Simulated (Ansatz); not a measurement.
Ideal-gas functions of CdH₄O₂Si (`[OH][Cd][O][SiH3]`) at 298.15 K and 1 bar, from an Ansatz frequency run at PBE0-D4/def2-TZVP.

Molar mass 176.53 g/mol, point group C1 (symmetry number 1), electronic degeneracy 1, moments of inertia 15.838, 413.439, 422.471 u Å². Harmonic wavenumbers (cm⁻¹, unscaled): 38, 42, 77, 142, 153, 440, 616, 723, 730, 823, 951, 960, 995, 1006, 2172, 2182, 2216, 3888.

Use S(trans) = R[1.5 ln M + 2.5 ln T − 1.1517]; rotational temperatures θ = 24.2544 K / I; S(rot) = R[ln(√π/σ · √(T³/θAθBθC)) + 1.5]; for each mode x = 1.438777 ν̃/T, S = R[x/(eˣ − 1) − ln(1 − e⁻ˣ)] and H = RT x/(eˣ − 1); 1 cm⁻¹ = 0.0119627 kJ/mol; R = 8.31446 J/(mol·K).

**Question.** By hand: the entropy, in J/(mol·K).

**Answer.** Translation 173.4. Rotation: θ = 1.5314, 0.0587, 0.0574 K, giving 110.2. Vibration, mode by mode: 22.43, 21.60, 16.59, 11.62, 11.02, 3.46, 1.77, 1.17, 1.14, 0.79, 0.48, 0.46, 0.40, 0.38, 0.00, 0.00, 0.00, 0.00, in all 93.3. Electronic 0.0. Sum 376.9 J/(mol·K).

**Question.** By hand: H − E and G − E in kJ/mol, counted from the electronic energy.

**Answer.** Zero-point energy ½ × 18154 × 0.0119627 = 108.6; thermal vibration 12.2; translation, rotation and pV give 4 RT = 9.9. H − E = 130.7 kJ/mol, and G − E = 130.7 − 298.15 × 376.9/1000 = 18.3 kJ/mol.

Vibration gives 25 % of the entropy, 72.2 J/(mol·K) of it from the modes under 150 cm⁻¹: soft modes count most, and the harmonic formula is weakest for them. The sum counts one conformer and one mirror image; others add a mixing term.
